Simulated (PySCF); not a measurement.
Estimate the missing entries of this data sheet.

Compound: C₆H₁₀OSi.
InChI=1S/C6H10OSi/c1-3-5-8(7)6-4-2/h3,7-8H,1,5H2,2H3/t8-/m0/s1

Conformer (atom-mapped SMILES and torsion angles): `[CH2:1]=[CH:2][CH2:3][Si@H:4]([OH:5])[C:6]#[C:7][CH3:8]`: C1–C2–C3–Si4 -101°, C2–C3–Si4–O5 56°, H–O5–Si4–C3 -42°.

```csv
property,level,value
point group of the GFN2-xTB geometry,GFN2-xTB,C1
"rotational constants A, B, C of the GFN2-xTB geometry",GFN2-xTB,"2.365, 0.908, 0.764 GHz"
dipole moment,CAM-B3LYP/def2-SVPD,2.20 D
HOMO energy,CAM-B3LYP/def2-SVPD,?
LUMO energy,CAM-B3LYP/def2-SVPD,0.93 eV
lowest singlet excitation,TDDFT CAM-B3LYP/def2-SVPD,"5.95 eV (208 nm, f = 0.004)"
strongest line among the 8 lowest singlet transitions,TDDFT CAM-B3LYP/def2-SVPD,"S5 at 6.76 eV (183 nm, f = 0.338)"
lowest triplet excitation (Tamm–Dancoff),TDA CAM-B3LYP/def2-SVPD,4.34 eV
static isotropic polarisability,CAM-B3LYP/def2-SVPD,?
electronic spatial extent ⟨r²⟩ about the centre of nuclear charge,CAM-B3LYP/def2-SVPD,1604 bohr²
13C chemical shifts (computed TMS as zero) by class,GIAO PBE0/pcSseg-1,"143.2 (1 C), 119.3 (1 C), 110.5 (1 C), 87.5 (1 C), 30.7 (1 C), 5.7 (1 C) ppm"
1H chemical shifts (computed TMS as zero) by class,GIAO PBE0/pcSseg-1,?
"isotropic shieldings of nuclei other than C and H, by class",GIAO PBE0/pcSseg-1,?
```

Gas-phase values; electronic properties from PySCF, density fitting. Geometry: GFN2-xTB, one conformer, isolated molecule. GFN2-xTB frequencies show an imaginary mode (31i cm⁻¹), so this geometry is no minimum at that level.

Q: What is the HOMO energy?

A: -8.44 eV.

Q: What are the 1H chemical shifts (computed TMS as zero) by class?

A: 6.38 (1 H), 5.26 (1 H), 5.25 (1 H), 4.83 (1 H), 2.11 (1 H), 2.05 (3 H), 1.78 (1 H), 1.74 (1 H) ppm.

Q: The static isotropic polarisability?

A: 100.8 au.

Q: What are the isotropic shieldings of nuclei other than C and H, by class?

A: 313 (1 O), 393 (1 Si) ppm.

No computed singlet falls in the visible range (750 to 380 nm, 1.65 to 3.26 eV); S1 lies 2.69 eV above its blue end. The rotational constants make it an asymmetric top with κ = (2B − A − C)/(A − C) = -0.82, nearer the prolate limit (−1). The principal polarisabilities are 79.1, 94.7 and 128.6 au; their mean is the isotropic value. In wavenumbers S1 is 48000 cm⁻¹ (1 eV = 8065.54 cm⁻¹).
